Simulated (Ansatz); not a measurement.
Cost and result up the ladder for the cluster Ge3Te3 (the lowest singlet isomer of a short search) (6 atoms). Total charge 0; singlet. Geometry: r2SCAN-D4/def2-SVP.

Cartesian coordinates in Å:
```
Ge 0.118 -0.169 1.555
Ge -0.652 2.323 -0.790
Ge 1.380 -1.661 -1.357
Te -2.144 1.085 0.840
Te -0.355 -2.489 0.294
Te 1.653 0.911 -0.541
```

Ansatz on 4 threads of Intel Xeon on a shared host. Times are rough, and most runs start from the orbitals of an earlier one. r2SCAN0-D4/def2-TZVP serves as the yardstick here, not as an exact answer. Differences are given only for rows in sets of like size (and for xTB, whose basis is part of the method), since another set adds its own error. Binding counts from free atoms at the same level (Ge triplet, Te triplet; other spins of the atoms weren't run), without zero-point energy or a counterpoise term.

In the def2 sets Te takes a core potential; there is no spin–orbit coupling. LC-ωPBE has ω = 0.4 bohr⁻¹. HSE06 is defined as in plane-wave codes, on full-range PBE exchange. Correlated methods freeze 39 core orbitals; core or outer-core shells of Ge, Te are correlated, in sets that lack core-valence functions. Another isomer (singlet) lies 0.08 eV lower at PBE0-D4/def2-TZVP; other spin states weren't run for this one.

Correlated methods converge slowly with the basis.

```
                          level  functions  wall time  binding energy per atom (eV)  difference from r2SCAN0-D4/def2-TZVP (eV)
                PBE-D4/def2-SVP        174        2 s                          2.91                                          –
               PBE-D4/def2-TZVP        294      4.2 s                          2.92                                       0.32
               PBE0-D4/def2-SVP        174        5 s                          2.72                                          –
              PBE-D4/def2-TZVPD        339      6.5 s                          2.92                                       0.33
              LC-ωPBE/def2-TZVP        294        8 s                          2.34                                      -0.25
            r2SCAN-D4/def2-TZVP        294      8.5 s                          2.73                                       0.14
             HSE06-D4/def2-TZVP        294       12 s                          2.75                                       0.15
              RPA@PBE/def2-TZVP        294       14 s                          2.35                                      -0.25
                  MP2/def2-TZVP        294       15 s                          2.72                                       0.12
           r2SCAN0-D4/def2-TZVP        294       16 s                          2.59                                       0.00
             PBE0-D4/def2-TZVPD        339       17 s                          2.75                                       0.15
            HSE06-D4/def2-TZVPD        339       18 s                          2.75                                       0.16
PBE0-D4/def2-TZVP (with forces)        294       22 s                          2.74                                       0.15
```
